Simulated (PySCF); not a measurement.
C3H5NOSSi.
SMILES with atom numbers: `[SiH3:1][O:2][c:3]1[cH:4][s:5][cH:6][n:7]1` (hydrogens: H8, H9, H10 on Si1; H11 on C4; H12 on C6)

Geometry (PBE0-D3(BJ)/def2-SVP, Å), atoms numbered from 1 in this order:
```
atom  x, y, z in Å
Si1   -1.996    0.602   -0.228
O2    -0.751   -0.551   -0.142
C3     0.520   -0.179    0.018
C4     1.594   -1.034    0.086
S5     3.028   -0.113    0.298
C6     2.091    1.330    0.278
N7     0.813    1.147    0.127
H8    -2.100    1.377    1.038
H9    -3.211   -0.237   -0.417
H10   -1.811    1.505   -1.397
H11    1.593   -2.119    0.022
H12    2.560    2.309    0.386
```

Computed, not measured: core-valence-separated Tamm–Dancoff BHandHLYP/aug-pcX-1 (pcseg-1 on H, def2-SVPD on Si, def2-SVPD on S) in PySCF, non-relativistic, gas phase, PBE0-D3(BJ)/def2-SVP geometry. The energies are unshifted.

Question: List the nitrogen K-edge absorption lines.

Answer: 
```
E (eV)       f  core hole on  main final orbital
397.07  0.0529            N7         LUMO (70 %)
400.79  0.0082            N7       LUMO+8 (42 %)
401.15  0.0041            N7       LUMO+1 (78 %)
401.39  0.0026            N7       LUMO+2 (64 %)
402.08  0.0035            N7       LUMO+3 (47 %)
402.31  0.0051            N7       LUMO+5 (33 %)
402.37  0.0011            N7       LUMO+4 (56 %)
```

The first line with a tenth or more of the strongest one's intensity is at 397.07 eV (f = 0.053), with the hole on N7 (pyridine-type nitrogen). It is also the strongest listed.

Question: List the oxygen K-edge absorption lines.

Answer: 
```csv
E (eV),f,core hole on,main final orbital
533.28,0.0097,O2,LUMO+1 (32 %)
533.42,0.0074,O2,LUMO (79 %)
534.59,0.0120,O2,LUMO+4 (41 %)
534.80,0.0102,O2,spread
535.08,0.0104,O2,LUMO+1 (35 %)
535.14,0.0069,O2,LUMO+8 (54 %)
535.40,0.0020,O2,LUMO+3 (30 %)
```

The first line with a tenth or more of the strongest one's intensity is at 533.28 eV (f = 0.010), with the hole on O2 (silyl ether oxygen). The strongest listed is at 534.59 eV (f = 0.012; O2).

Question: What does the C 1s absorption edge look like?

Answer: 
```json
{"E (eV)": "283.68", "f": "0.0639", "core hole on": "C6", "main final orbital": "LUMO (86 %)", "polarisation": "normal to the local trigonal plane"}
{"E (eV)": "283.74", "f": "0.0515", "core hole on": "C4", "main final orbital": "LUMO (75 %)", "polarisation": "normal to the local trigonal plane"}
{"E (eV)": "285.45", "f": "0.0350", "core hole on": "C4", "main final orbital": "LUMO+1 (43 %)", "polarisation": "in the local trigonal plane"}
{"E (eV)": "285.65", "f": "0.0712", "core hole on": "C3", "main final orbital": "LUMO (33 %)", "polarisation": "normal to the local trigonal plane"}
{"E (eV)": "286.63", "f": "0.0201", "core hole on": "C4", "main final orbital": "LUMO+2 (41 %)", "polarisation": "in the local trigonal plane"}
{"E (eV)": "286.91", "f": "0.0325", "core hole on": "C6", "main final orbital": "LUMO+1 (41 %)", "polarisation": "in the local trigonal plane"}
{"E (eV)": "287.15", "f": "0.0025", "core hole on": "C4", "main final orbital": "LUMO+8 (49 %)", "polarisation": "normal to the local trigonal plane"}
{"E (eV)": "287.55", "f": "0.0011", "core hole on": "C4", "main final orbital": "LUMO+3 (51 %)", "polarisation": "in the local trigonal plane"}
{"E (eV)": "287.66", "f": "0.0089", "core hole on": "C3", "main final orbital": "LUMO (65 %)", "polarisation": "normal to the local trigonal plane"}
{"E (eV)": "287.73", "f": "0.0072", "core hole on": "C4", "main final orbital": "spread", "polarisation": "in the local trigonal plane"}
{"E (eV)": "287.83", "f": "0.0277", "core hole on": "C6", "main final orbital": "LUMO+2 (50 %)", "polarisation": "in the local trigonal plane"}
{"E (eV)": "288.10", "f": "0.0052", "core hole on": "C4", "main final orbital": "LUMO+1 (35 %)", "polarisation": "in the local trigonal plane"}
{"E (eV)": "288.22", "f": "0.0049", "core hole on": "C4", "main final orbital": "LUMO+7 (58 %)", "polarisation": "normal to the local trigonal plane"}
{"E (eV)": "288.48", "f": "0.0114", "core hole on": "C3", "main final orbital": "LUMO+1 (62 %)", "polarisation": "in the local trigonal plane"}
{"E (eV)": "288.58", "f": "0.0001", "core hole on": "C4", "main final orbital": "LUMO+4 (55 %)", "polarisation": "–"}
```

The first line with a tenth or more of the strongest one's intensity is at 283.68 eV (f = 0.064), with the hole on C6 (aromatic CH next to a ring nitrogen), polarised normal to the local trigonal plane: a 1s→π* resonance. The strongest listed is at 285.65 eV (f = 0.071; C3, 1s→π*).

Roots within 0.03 eV whose holes lie on the same, on equivalent or on shared atoms are summed into one line, and the highest roots are left out, as the search may have cut off their partners. Final orbitals are the ground state's empty Kohn–Sham orbitals. A dash: too weak, shared between unlike atoms, or no plane or axis to refer to.

Question: What is the summed oscillator strength of the listed N K lines, and their intensity-weighted mean energy?

Answer: Σf = 0.078 over 7 lines from 397.07 to 402.37 eV; the weighted mean is 398.47 eV. The strongest line holds 68 % of the sum.

The ionisation thresholds weren't computed; near and above them a finite basis only mimics Rydberg series and continuum.

Hardware: an Arm Neoverse V2 with one thread (shared host). Cost: 26 s, 0.96 GiB resident at most.

One conformer stands for the species.
